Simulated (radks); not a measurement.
Results of a calculation; reference values are marked as such.
Ar4+, configuration [Ne] 3s2 3p2. Level of theory: Dirac Kohn-Sham, BLYP, spin-unpolarised, spherical densities, point nucleus; open shells are shared between the two j in proportion to 2j + 1; speed of light set to 13703.6 atomic units (100 times the physical value, a model run) (a radial shooting solver on a logarithmic mesh with Libxc functionals).

Unscreened Slater integrals over Kohn-Sham orbitals (eV). Large and small components are both included.

F0(3p3/2,3p3/2): 18.324
F2(3p3/2,3p3/2): 9.3405
F0(3p3/2,3p1/2): 18.324
G2(3p3/2,3p1/2): 9.3405
F0(3p3/2,3s1/2): 18.857
G1(3p3/2,3s1/2): 12.633
F0(3p3/2,2p3/2): 24.728
F2(3p3/2,2p3/2): 4.8566
G0(3p3/2,2p3/2): 1.9860
G2(3p3/2,2p3/2): 2.0282
F0(3p1/2,3p1/2): 18.324
F0(3p1/2,3s1/2): 18.857
G1(3p1/2,3s1/2): 12.633
F0(3p1/2,2p3/2): 24.728
G2(3p1/2,2p3/2): 2.0282
F0(3s1/2,3s1/2): 19.449
F0(3s1/2,2p3/2): 25.720
G1(3s1/2,2p3/2): 2.1601
F0(2p3/2,2p3/2): 66.359
F2(2p3/2,2p3/2): 30.909
